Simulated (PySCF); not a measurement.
## SMILES C1=C(CC)[C@H]1CC, C7H12

Cartesian coordinates in Å; atom numbers follow the order of the lines, from 1:
```xyz
19

C     3.1539    0.0469    0.0125
C     1.8807   -0.5015   -0.6258
C     0.6913    0.2573   -0.2187
C     0.1132    1.2168    0.4439
C    -0.7982    0.3558   -0.3853
C    -1.7284   -0.6467    0.2711
C    -3.0597   -0.0051    0.6522
H     3.0930   -0.0213    1.0960
H     4.0215   -0.5161   -0.3238
H     3.2904    1.0914   -0.2571
H     1.9615   -0.4677   -1.7177
H     1.7410   -1.5513   -0.3469
H     0.1603    2.0444    1.1071
H    -1.1975    0.7611   -1.3151
H    -1.9124   -1.4786   -0.4152
H    -1.2475   -1.0494    1.1660
H    -3.5560    0.3893   -0.2321
H    -2.8974    0.8153    1.3476
H    -3.7195   -0.7312    1.1222
```

Method used: PySCF 2.14.0, quadratic response CAM-B3LYP/def2-SVPD first hyperpolarisability, Taylor convention, gas phase. Geometry: GFN2-xTB.

Q: Give the tensor of the second harmonic β(−2ω;ω,ω) at 800 nm in the axes of these coordinates.

A: In au, Taylor convention; rows are the first index (the induced dipole):
```csv
,xx,yy,zz,xy,xz,yz
x,+20.3,-1.7,+23.6,+32.5,+10.0,-13.9
y,+33.0,-30.3,-13.4,-5.8,-14.2,-26.9
z,+11.1,-27.2,-22.3,-14.9,+19.9,-14.0
```
Norm of βᵢ = ⅓ Σⱼ (βᵢⱼⱼ + βⱼᵢⱼ + βⱼⱼᵢ): 54.9 au, hyper-Rayleigh value 35.6 au.
